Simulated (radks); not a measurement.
N IV, 4 electrons, occupied as 2s2 3d2 (not the ground configuration).

Calculated with a radial shooting solver on a logarithmic mesh with Libxc functionals: non-relativistic Kohn-Sham, r2SCAN, spin-polarised, spherical densities, point nucleus; open shells are filled with parallel spins first; meta-GGA in the generalised Kohn-Sham scheme.

Energy parts (hartree):
| part | energy |
|---|---|
| total | -13.85619 |
| kinetic | 13.77697 |
| electron-nucleus | -31.03477 |
| Hartree | 5.05418 |
| exchange-correlation | -1.65257 |

Orbitals (lengths in bohr, moments of r in powers of bohr; <r^-3> diverges for s and p1/2; r(90%) holds 90 % of the orbital's charge):
| orbital | occ. | eigenvalue (hartree) | <1/r> | <r^-3> | <r^2> | r(90%) |
|---|---|---|---|---|---|---|
| 2s up | 1 | -3.81277 | 1.639 | - | 0.9666 | 1.39 |
| 2s down | 1 | -3.74593 | 1.655 | - | 0.9492 | 1.38 |
| 3d up | 2 | -0.91575 | 0.5699 | 0.3679 | 5.136 | 3.24 |

The highest occupied level is 3d up at -24.919 eV. The electron density at the nucleus is 24.18 e/bohr^3. Summed over all electrons, <r^2> = 12.19 bohr^2, which gives a Langevin (diamagnetic) susceptibility term of -9.65 x 10^-6 cm^3/mol. The density falls to 0.001 e/bohr^3 at r = 3.67 bohr.
